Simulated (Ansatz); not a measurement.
Basis sets compared for Cs₂Cl₂ (the lowest singlet isomer of a short search). Total charge 0; singlet. Geometry PBE-D4/def2-TZVP. Ansatz on 4 threads of Arm Neoverse V1 on a shared host; times are rough, and most runs start from earlier orbitals.

```xyz
4

Cs   -0.171    2.045    1.048
Cs    0.171   -2.045   -1.048
Cl    0.031    0.991   -1.929
Cl   -0.032   -0.991    1.929
```

In the def2 sets Cs takes a core potential; there is no spin–orbit coupling. The structure comes from a short search, and lower isomers may exist.

Binding counts from free atoms (Cs doublet, Cl doublet) in the same basis, without a counterpoise term.

```json
{"level": "PBE-D4/def2-SVP", "functions": "84", "energy (Eh)": "-960.2737", "HOMO (eV)": "-4.95", "LUMO (eV)": "-1.16", "binding per atom (eV)": "2.62", "wall time": "1.1 s"}
{"level": "PBE-D4/def2-TZVP", "functions": "132", "energy (Eh)": "-960.5937", "HOMO (eV)": "-5.22", "LUMO (eV)": "-1.10", "binding per atom (eV)": "2.60", "wall time": "2 s"}
{"level": "r2SCAN-D4/def2-TZVP (with forces)", "functions": "132", "energy (Eh)": "-960.9228", "HOMO (eV)": "-5.48", "LUMO (eV)": "-0.48", "binding per atom (eV)": "2.67", "wall time": "4.4 s"}
{"level": "PBE0-D4/def2-SVP", "functions": "84", "energy (Eh)": "-960.3417", "HOMO (eV)": "-6.22", "LUMO (eV)": "-0.70", "binding per atom (eV)": "2.62", "wall time": "1.5 s"}
{"level": "PBE0-D4/def2-TZVP", "functions": "132", "energy (Eh)": "-960.6568", "HOMO (eV)": "-6.51", "LUMO (eV)": "-0.64", "binding per atom (eV)": "2.60", "wall time": "2 s"}
```

(1) Estimate the rows for PBE-D4/def2-TZVPD, r2SCAN-D4/def2-TZVPD, PBE0-D4/def2-TZVPD.

## Answers

(1) 
| level | functions | energy (Eh) | HOMO (eV) | LUMO (eV) | binding per atom (eV) | wall time |
| --- | --- | --- | --- | --- | --- | --- |
| PBE-D4/def2-TZVPD | 156 | -960.5966 | -5.26 | -1.09 | 2.61 | 2.2 s |
| r2SCAN-D4/def2-TZVPD | 156 | -960.9254 | -5.51 | -0.44 | 2.68 | 4.9 s |
| PBE0-D4/def2-TZVPD | 156 | -960.6595 | -6.54 | -0.63 | 2.61 | 2.6 s |
